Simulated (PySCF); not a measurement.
C2H3F2GaO2. Atoms are numbered in the order given.

```xyz
10

Ga    -0.0014     0.7554     0.0000
F      1.4962     1.6460     0.0000
F     -1.5232     1.6046     0.0000
O      0.0170    -0.9058     1.0859
C      0.0213    -1.5770     0.0000
C     -0.0019    -3.0685     0.0000
O      0.0170    -0.9058    -1.0859
H      0.4778    -3.4569    -0.9068
H      0.4778    -3.4569     0.9068
H     -1.0559    -3.3920     0.0000
```
Charge 0, spin multiplicity 1.

The structure is a stationary point at B3LYP-D3(BJ)/def2-SVP. Other conformers were not sampled.

The numbers are results of C-PCM-M06-2X/def2-SVP (PySCF), not measurements.

The values are the electrostatic part of the solvation free energy, E(continuum) − E(gas) at the gas-phase geometry, in a cavity of scaled van der Waals radii (PySCF's table); cavitation and dispersion terms are not included. A continuum can't describe solvent molecules that bind to the metal. In vacuum the orbital gap is 11.42 eV. The dipole moment in vacuum is 4.59 D.

Q: Estimate the values in water (ε = 78.36), chlorobenzene (ε = 5.70), chloroform (ε = 4.71). (The exact figures need the calculation; the answer reports its results.)

A: 
```json
[
 {"solvent": "water", "ε": "78.36", "ΔG(elec) (kcal/mol)": "-9.4", "dipole (D)": "5.26", "gap (eV)": "11.44"},
 {"solvent": "chlorobenzene", "ε": "5.70", "ΔG(elec) (kcal/mol)": "-7.7", "dipole (D)": "5.13", "gap (eV)": "11.48"},
 {"solvent": "chloroform", "ε": "4.71", "ΔG(elec) (kcal/mol)": "-7.4", "dipole (D)": "5.11", "gap (eV)": "11.49"}
]
```
